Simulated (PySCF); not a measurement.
Atoms are numbered as in `[CH3:1][O:2][C:3]1=[CH:4][CH2:5][CH2:6][CH2:7][CH2:8]1`. Hydrogens are named by the atom that carries them.

All values are calculated (PySCF 2.14): PBE0-D3(BJ)/def2-SVP geometry, shielding tensors at CAM-B3LYP/pcSseg-1 (GIAO). Single conformer, non-relativistic, isolated molecule, averaged over atoms made equivalent by symmetry, fast rotation or ring inversion.

Shifts are taken against calculated references (same method and geometry level): 13C (σref 182.45), 1H (σref 31.33) against TMS; H2O for 17O (σref 338.55).

| atoms | nucleus | count | δ (ppm) |
| --- | --- | --- | --- |
| C7 | 13C | 1 | ? |
| H(C4) | 1H | 1 | 4.31 |
| C3 | 13C | 1 | 167.5 |
| H(C6) | 1H | 2 | ? |
| H(C8) | 1H | 2 | 1.96 |
| C5 | 13C | 1 | 25.9 |
| H(C1) | 1H | 3 | 3.43 |
| O2 | 17O | 1 | 112.6 |
| H(C7) | 1H | 2 | 1.48 |
| C1 | 13C | 1 | 54.0 |
| C6 | 13C | 1 | ? |
| H(C5) | 1H | 2 | ? |
| C4 | 13C | 1 | 98.1 |
| C8 | 13C | 1 | 30.6 |

**Question.** Estimate the values marked ?.

**Answer.** 
- C6: 25.3 ppm, sp3 CH2 in a ring; aliphatic region, no heteroatom directly attached
- C7: 25.0 ppm, sp3 CH2 in a ring; a saturated carbon with 2 carbon neighbours and no heteroatom attached
- H(C5): 2.01 ppm, hydrogen on an allylic sp3 CH2; allylic position
- H(C6): 1.37 ppm, hydrogen on an sp3 CH2 in a ring

Shifts are as computed, not scaled to solution data. Of 1211 compounds with measured shifts, 218 miss one by over three times the rms of a fit or turn the order of signals round; such compounds aren't used in these exercises. Experimental scales use liquid or dissolved standards, which lie at an offset from isolated H2O (liquid H2O: subtract about 36 ppm).
